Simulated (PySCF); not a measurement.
## Arsenic: a sound run and one with changed settings

Sound run: As [Ar] 3d10 4s2 4p3, As⁺ [Ar] 3d10 4s2 4p2. Calculation: PySCF 2.14, in x2c-TZVPall; scalar relativity by spin-free X2C-1e. In the sound run the correlated levels freeze [Ar] 3d10. The sound run starts from symmetry-adapted Hartree-Fock orbitals and uses a fine grid where one is needed.

Changed run: the non-relativistic Hamiltonian (point nucleus). This setting is unsound on purpose.

```
species   method  sound run (hartree)  changed run (hartree)  converged
     As      UHF          -2259.01013            -2222.70816        yes
     As   r2SCAN          -2260.68541            -2224.40180        yes
     As     MN15          -2262.09846            -2225.89794        yes
     As      MP2          -2259.08025            -2222.77924        yes
     As  CCSD(T)          -2259.09684            -2222.79643        yes
    As⁺      UHF          -2258.66337            -2222.35943        yes
    As⁺   r2SCAN          -2260.31376            -2224.02810        yes
    As⁺     MN15          -2261.73218            -2225.52966        yes
    As⁺      MP2          -2258.71611            -2222.41306        yes
    As⁺  CCSD(T)          -2258.73266            -2222.43051        yes
```

Ionisation energy of As:

```tsv
method	sound run (eV)	changed run (eV)
UHF	9.436	9.489
r2SCAN	10.113	10.169
MN15	9.967	10.021
MP2	9.909	9.964
SCS-MP2	9.763	9.820
CCSD	9.879	9.926
CCSD(T)	9.910	9.957
```

Most of the change in total energy is the relativistic energy itself. On top of that the contraction fixes the core shape for the Hamiltonian it was made with, so the changed run is not a good calculation with the other Hamiltonian either.

For comparison, NIST gives 9.789 eV between the lowest levels.
